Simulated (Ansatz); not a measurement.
Relaxation of SeS₄⁺ with UKS PBE-D4/def2-SVP.

```sh
$ ansatz run in.yaml --threads 4 --pin off --events-out ev --progress --plain --max-ram 4787MiB
```

```yaml
crystal:
  periodic: [false, false, false]
  atoms:
    - {symbol: S, position_ang: [-1.607420, -1.657200, 0.224680]}
    - {symbol: S, position_ang: [2.290110, 0.443720, -0.104990]}
    - {symbol: S, position_ang: [1.253670, 1.585950, 1.133410]}
    - {symbol: S, position_ang: [-1.941160, -0.370160, -1.239380]}
    - {symbol: Se, position_ang: [0.004800, -0.002300, -0.013730]}
basis:
  gaussian: {orbitals: def2-SVP}
total_charge: 1
magnetization: {spin_polarized: true, initial_magnetization: 1}
hamiltonian: {xc: pbe, dispersion: d4}
scf: {lower_state_search: "off"}
output: {orbitals: {seedname: orbitals}}
relax: {f_tol: 0.02, max_steps: 100}
```

Hardware: 4 threads of Arm Neoverse V1 on a shared host. Wall time 38 s.

Positions (Å) and forces (eV/Å) at steps 1, 2, 4, 7, 8, 9, 10, 11, 12, 13, 14, 15, 16, 17, 18, 19, 20, 21, 22, 23, 24, 25, 26, 27, 28, 31, 32 of 32:

```xyz
5
step=1 energy=-108632.4562 eV
S    -1.607   -1.657    0.225   -0.587   -1.531    0.954
S     2.290    0.444   -0.105    1.694   -0.425   -0.738
S     1.254    1.586    1.133    0.010    1.397    1.246
S    -1.941   -0.370   -1.239   -1.131    0.556   -1.424
Se    0.005   -0.002   -0.014    0.014    0.004   -0.039
5
step=2 energy=-108632.7523 eV
S    -1.677   -1.716    0.223   -0.150   -0.196    0.064
S     2.380    0.472   -0.098    0.266    0.022   -0.035
S     1.314    1.642    1.171    0.097    0.179    0.142
S    -2.022   -0.397   -1.280   -0.210   -0.005   -0.162
Se    0.005   -0.002   -0.016   -0.002   -0.001   -0.010
5
step=4 energy=-108632.7670 eV
S    -1.704   -1.730    0.218    0.008    0.008    0.004
S     2.414    0.490   -0.089    0.009    0.008    0.008
S     1.339    1.656    1.180   -0.001   -0.010   -0.006
S    -2.054   -0.413   -1.289   -0.004    0.001   -0.001
Se    0.006   -0.002   -0.020   -0.012   -0.007   -0.005
5
step=7 energy=-108632.7682 eV
S    -1.699   -1.720    0.226    0.043    0.016    0.026
S     2.432    0.497   -0.077    0.022    0.014    0.012
S     1.328    1.644    1.180   -0.010   -0.024   -0.016
S    -2.071   -0.414   -1.286    0.005    0.027   -0.014
Se    0.010   -0.007   -0.044   -0.060   -0.032   -0.008
5
step=8 energy=-108632.7693 eV
S    -1.695   -1.715    0.231    0.061    0.019    0.038
S     2.441    0.500   -0.070    0.029    0.022    0.019
S     1.322    1.638    1.179   -0.007   -0.032   -0.022
S    -2.079   -0.414   -1.284    0.011    0.040   -0.020
Se    0.011   -0.009   -0.055   -0.093   -0.050   -0.015
5
step=9 energy=-108632.7713 eV
S    -1.691   -1.709    0.237    0.086    0.024    0.054
S     2.452    0.505   -0.062    0.036    0.034    0.030
S     1.314    1.630    1.178   -0.002   -0.042   -0.032
S    -2.088   -0.413   -1.282    0.022    0.060   -0.027
Se    0.013   -0.013   -0.070   -0.143   -0.076   -0.024
5
step=10 energy=-108632.7751 eV
S    -1.686   -1.702    0.244    0.123    0.030    0.077
S     2.468    0.512   -0.052    0.044    0.052    0.047
S     1.305    1.620    1.175    0.009   -0.057   -0.047
S    -2.100   -0.411   -1.279    0.041    0.090   -0.038
Se    0.013   -0.019   -0.089   -0.217   -0.115   -0.039
5
step=11 energy=-108632.7824 eV
S    -1.680   -1.693    0.254    0.175    0.035    0.111
S     2.488    0.522   -0.037    0.052    0.079    0.072
S     1.293    1.608    1.172    0.027   -0.077   -0.068
S    -2.114   -0.408   -1.274    0.073    0.134   -0.053
Se    0.013   -0.028   -0.114   -0.327   -0.171   -0.061
5
step=12 energy=-108632.7964 eV
S    -1.673   -1.684    0.265    0.249    0.039    0.158
S     2.514    0.536   -0.018    0.053    0.116    0.108
S     1.279    1.592    1.165    0.055   -0.105   -0.098
S    -2.131   -0.402   -1.268    0.123    0.198   -0.076
Se    0.011   -0.042   -0.144   -0.480   -0.249   -0.093
5
step=13 energy=-108632.8224 eV
S    -1.668   -1.675    0.279    0.345    0.038    0.221
S     2.549    0.557    0.006    0.038    0.164    0.155
S     1.262    1.573    1.154    0.097   -0.141   -0.136
S    -2.149   -0.393   -1.259    0.202    0.286   -0.105
Se    0.007   -0.062   -0.180   -0.682   -0.347   -0.135
5
step=14 energy=-108632.8665 eV
S    -1.667   -1.667    0.295    0.457    0.030    0.291
S     2.592    0.586    0.036    0.000    0.213    0.205
S     1.243    1.550    1.138    0.152   -0.178   -0.176
S    -2.168   -0.377   -1.247    0.308    0.388   -0.137
Se   -0.001   -0.091   -0.221   -0.917   -0.453   -0.183
5
step=15 energy=-108632.9324 eV
S    -1.669   -1.664    0.312    0.549    0.017    0.342
S     2.638    0.621    0.068   -0.043    0.247    0.239
S     1.223    1.527    1.116    0.203   -0.199   -0.197
S    -2.180   -0.354   -1.233    0.421    0.466   -0.161
Se   -0.012   -0.130   -0.263   -1.130   -0.532   -0.224
5
step=16 energy=-108633.0143 eV
S    -1.674   -1.663    0.329    0.561    0.017    0.326
S     2.678    0.659    0.098   -0.052    0.244    0.235
S     1.204    1.503    1.092    0.210   -0.195   -0.189
S    -2.184   -0.324   -1.218    0.486    0.459   -0.145
Se   -0.025   -0.175   -0.301   -1.204   -0.524   -0.226
5
step=17 energy=-108633.1022 eV
S    -1.685   -1.658    0.355    0.489    0.092    0.180
S     2.740    0.718    0.143   -0.092    0.199    0.199
S     1.178    1.463    1.056    0.166   -0.202   -0.190
S    -2.197   -0.287   -1.198    0.510    0.317   -0.038
Se   -0.036   -0.236   -0.356   -1.072   -0.406   -0.151
5
step=18 energy=-108633.1711 eV
S    -1.680   -1.659    0.419   -0.447    0.103   -0.062
S     2.845    0.840    0.237   -0.317    0.130    0.146
S     1.105    1.358    0.939    0.276   -0.041   -0.027
S    -2.147   -0.157   -1.143   -0.990   -0.132    0.018
Se   -0.123   -0.381   -0.452    1.478   -0.059   -0.075
5
step=19 energy=-108633.2641 eV
S    -1.694   -1.583    0.463    0.112    0.148   -0.163
S     2.861    0.924    0.295   -0.128    0.179    0.194
S     1.060    1.276    0.920    0.220   -0.304   -0.332
S    -2.181   -0.128   -1.089    0.013   -0.071    0.063
Se   -0.046   -0.489   -0.589   -0.218    0.049    0.239
5
step=20 energy=-108633.2681 eV
S    -1.744   -1.567    0.470    0.254    0.068    0.031
S     2.977    1.050    0.389   -0.559   -0.055    0.034
S     1.096    1.184    0.843    0.356    0.152    0.086
S    -2.247   -0.137   -1.072    0.242    0.157    0.012
Se   -0.081   -0.530   -0.630   -0.292   -0.322   -0.164
5
step=21 energy=-108633.2890 eV
S    -1.704   -1.543    0.489    0.085    0.047   -0.015
S     2.898    1.029    0.381    0.851   -0.044   -0.196
S     1.068    1.173    0.840   -0.859    0.121    0.259
S    -2.206   -0.100   -1.055    0.143    0.039    0.046
Se   -0.057   -0.559   -0.655   -0.220   -0.162   -0.095
5
step=22 energy=-108633.3139 eV
S    -1.712   -1.527    0.506    0.042    0.065   -0.048
S     2.923    1.085    0.418    0.358    0.021   -0.050
S     1.063    1.145    0.817   -0.405   -0.055    0.016
S    -2.200   -0.059   -1.025    0.117   -0.015    0.069
Se   -0.073   -0.644   -0.716   -0.113   -0.016    0.014
5
step=23 energy=-108633.3206 eV
S    -1.700   -1.510    0.518    0.012    0.054   -0.043
S     2.909    1.088    0.423    0.318    0.037   -0.028
S     1.041    1.121    0.801   -0.327   -0.050    0.007
S    -2.184   -0.036   -1.009    0.082   -0.022    0.064
Se   -0.066   -0.662   -0.732   -0.084   -0.018    0.001
5
step=24 energy=-108633.3295 eV
S    -1.689   -1.477    0.541   -0.027    0.025   -0.012
S     2.893    1.103    0.436    0.336    0.049   -0.023
S     1.018    1.070    0.765   -0.309   -0.025    0.030
S    -2.157    0.011   -0.975    0.012   -0.005    0.045
Se   -0.066   -0.706   -0.767   -0.011   -0.043   -0.040
5
step=25 energy=-108633.3311 eV
S    -1.690   -1.408    0.593    0.145    0.130   -0.197
S     2.904    1.196    0.502   -0.746   -0.109    0.049
S     0.992    0.950    0.675    0.689    0.089   -0.056
S    -2.114    0.125   -0.890    0.335   -0.200    0.075
Se   -0.092   -0.863   -0.880   -0.422    0.090    0.128
5
step=26 energy=-108633.3425 eV
S    -1.651   -1.384    0.606    0.068    0.067   -0.132
S     2.847    1.194    0.506   -0.459   -0.033    0.065
S     0.947    0.924    0.659    0.525    0.059   -0.051
S    -2.064    0.152   -0.869    0.183   -0.148    0.032
Se   -0.079   -0.887   -0.903   -0.316    0.055    0.086
5
step=27 energy=-108633.3173 eV rejected
S    -1.650   -1.395    0.597   -0.072   -0.075    0.229
S     2.838    1.283    0.582    0.373   -0.058   -0.143
S     0.986    0.883    0.605   -0.481    0.268    0.379
S    -2.059    0.128   -0.873   -0.254    0.260   -0.033
Se   -0.115   -0.898   -0.911    0.435   -0.396   -0.432
5
step=28 energy=-108633.3514 eV
S    -1.646   -1.390    0.600   -0.005    0.003    0.008
S     2.839    1.220    0.528    0.006    0.008    0.004
S     0.959    0.925    0.656    0.011    0.020    0.022
S    -2.059    0.138   -0.875   -0.015    0.010    0.002
Se   -0.092   -0.893   -0.910    0.003   -0.041   -0.037
5
step=31 energy=-108633.3526 eV rejected
S    -1.634   -1.372    0.613   -0.024    0.042   -0.033
S     2.826    1.253    0.545   -0.017   -0.001    0.002
S     0.957    0.895    0.652    0.015   -0.003   -0.006
S    -2.042    0.157   -0.867   -0.003   -0.036    0.045
Se   -0.107   -0.932   -0.942    0.027   -0.002   -0.009
5
step=32 energy=-108633.3527 eV
S    -1.637   -1.372    0.611    0.000    0.001    0.002
S     2.828    1.250    0.543   -0.008    0.000    0.001
S     0.959    0.897    0.652    0.004   -0.002   -0.002
S    -2.045    0.154   -0.866    0.000    0.003    0.001
Se   -0.105   -0.930   -0.940    0.004   -0.002   -0.002
```

The relaxation made no stability test and no search for a lower SCF solution. Another isomer (doublet) lies 1.16 eV lower at PBE0-D4/def2-TZVP; other spin states weren't run for this one.
